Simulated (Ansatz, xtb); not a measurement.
C6H9NO: which of two isomers lies lower

We compare I, `C=CC/C=C\NC=O`, a singlet, with II, `C=CC/C=C/NC=O`, a singlet. Both are isolated molecules in the gas phase, relaxed with B3LYP-D3(BJ)/def2-SVP, each in the lowest conformer that the search found.

Quicker runs give these differences E(II) − E(I): GFN2-xTB −0.30 kcal/mol; HF/STO-3G −1.70 kcal/mol (at GFN2-xTB geometries); r2SCAN-D4/def2-SVP +0.40 kcal/mol (at GFN2-xTB geometries).

Task: Estimate which is lower in electronic energy at CCSD(T)/def2-SVP + ΔMP2/def2-TZVPP, and by roughly how much.

Result: CCSD(T)/def2-SVP + ΔMP2/def2-TZVPP gives E(II) − E(I) = +0.56 kcal/mol, slightly favouring structure I, which is too small a margin to settle the true order.

How the difference moves with the method:

```csv
level,geometry,E(II) − E(I) (kcal/mol),departure from the last row (kcal/mol),"job, with rough time for the two"
GFN2-xTB,GFN2-xTB,−0.30,−0.85,"optimisation, 1.8 s"
HF/STO-3G,GFN2-xTB,−1.70,−2.25,"single point, 3.3 s"
r2SCAN-D4/def2-SVP,GFN2-xTB,+0.40,−0.16,"single point, 17 s"
B3LYP-D3(BJ)/def2-SVP,B3LYP-D3(BJ)/def2-SVP,+0.87,+0.32,"optimisation, 7.2 min"
HF/def2-SVP,B3LYP-D3(BJ)/def2-SVP,−1.42,−1.98,part of the CCSD(T) run
MP2/def2-SVP,B3LYP-D3(BJ)/def2-SVP,+0.14,−0.41,part of the CCSD(T) run
CCSD(T)/def2-SVP,B3LYP-D3(BJ)/def2-SVP,−0.10,−0.66,single point
CCSD(T)/def2-SVP + ΔMP2/def2-TZVPP,B3LYP-D3(BJ)/def2-SVP,+0.56,,"single point, 9.8 min"
```

As drawn, both hold the same kinds of bond in the same numbers.

The largest departure from CCSD(T)/def2-SVP + ΔMP2/def2-TZVPP is that of HF/STO-3G, 2.25 kcal/mol. The last row adds to CCSD(T) the change of the MP2 difference between the two basis sets, here +0.66 kcal/mol.

With thermal terms from frequencies at re-optimised GFN2-xTB minima (ideal gas, soft modes damped towards free rotors, one conformer each, 298.15 K, 1 atm): on the last row, ΔE + ΔZPE = +0.50, ΔH = +0.56, ΔG = +0.47 kcal/mol.

The correlated steps freeze 8 core orbitals. Run with Ansatz 0.2.0, xtb 6.7.1; the last row on 2 threads of Intel(R) Xeon(R) Processor @ 2.50GHz (Skylake/Cascade Lake) on a shared host.
